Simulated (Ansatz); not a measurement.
Total energies of Ge(NCS)H3 (CH₃GeNS) from Ansatz at r2SCAN-D4/def2-TZVP, gas phase (1 Eh = 27.2114 eV = 2625.5 kJ/mol). The reference geometry is relaxed at PBE-D4/def2-SVP.

Cartesian coordinates in Å:
```
Ge -0.618 0.690 -0.703
N 0.340 -0.395 0.420
C 0.993 -1.112 1.138
S 1.848 -2.057 2.087
H 0.365 1.745 -1.262
H -1.737 1.339 0.143
H -1.192 -0.210 -1.822
```

```csv
state,geometry,energy (Eh)
charge 0 singlet,reference,-2569.82461
charge 1 doublet,reference,-2569.48434
free Ge atom (triplet),–,-2076.90335
free N atom (quartet),–,-54.58101
free C atom (triplet),–,-37.83292
free S atom (triplet),–,-398.08366
free H atom (doublet),–,-0.49993
```

Work out the vertical ionisation energy to the doublet.

E(charge 1 doublet) − E(charge 0 singlet) = -2569.48434 − (-2569.82461) = 0.34027 Eh = 9.26 eV. For comparison, −ε of the highest occupied level is 6.36 eV at this level, 2.90 eV less.

What is the binding energy per atom against free atoms?

Atoms: 1 × (-2076.90335) + 1 × (-54.58101) + 1 × (-37.83292) + 1 × (-398.08366) + 3 × (-0.49993) = -2568.90073 Eh. Binding: -2568.90073 − (-2569.82461) = 0.92388 Eh = 25.14 eV, or 3.59 eV for each of 7 atoms (no zero-point energy, no counterpoise term).
